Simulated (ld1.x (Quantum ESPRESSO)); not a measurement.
**Transferability test, PAW potential for B**

B, PAW, made with ld1.x (Quantum ESPRESSO) 7.5 (BP86, fully relativistic). Core [He], reference 2s2 2p0.5 (charge +0.5). Waves: 2s (bound): rcut 1.50, rcutus 1.85 bohr; 2s channel at 0.8 Ry: rcut 1.50, rcutus 1.85 bohr; 2p (bound): rcut 3.50, rcutus 4.30 bohr; 2p channel at 4.15 Ry: rcut 3.50, rcutus 4.30 bohr; 3d channel at 0.5 Ry: rcut 2.45, rcutus 3.45 bohr. Local part: all-electron potential smoothed inside 3.60 bohr (lloc = -1). Core correction: Bessel-smoothed model core inside 1.35 bohr. Augmentation charge: PSQ, radius 1.65 bohr.

Open shells are filled in proportion to 2j + 1 (rel_dist='average').

Energies are relative to the spin-unpolarised reference configuration 2s2 2p0.5; without spin polarisation the order of configurations can differ from experiment. The frozen-core shift is the all-electron ΔE with the core orbitals held at their reference shape minus the fully relaxed ΔE.

```csv
valence configuration,charge,ΔE all-electron (eV),error AE − PS (meV),frozen-core shift (meV)
2s2 2p1,0,-2.926,-74,+0.1
2s2 2p0,+1,5.359,0.0,+0.3
2s1 2p0,+2,30.865,+2.0,+6.7
2s1 2p1,+1,11.544,-92,+0.7
2s0 2p3,0,8.818,-143,+1.4
2s2 2p1.3,-0.3,-3.691,-211,+0.1
2s1 2p2,0,2.938,-118,+0.4
```

Levels in the configuration 2s0 2p3:

| level | all-electron (eV) | pseudo (eV) |
| --- | --- | --- |
| 2p j=1/2 | -4.560 | -3.956 |
| 2p j=3/2 | -4.557 | -3.953 |

The ghost test of this file was not conclusive.
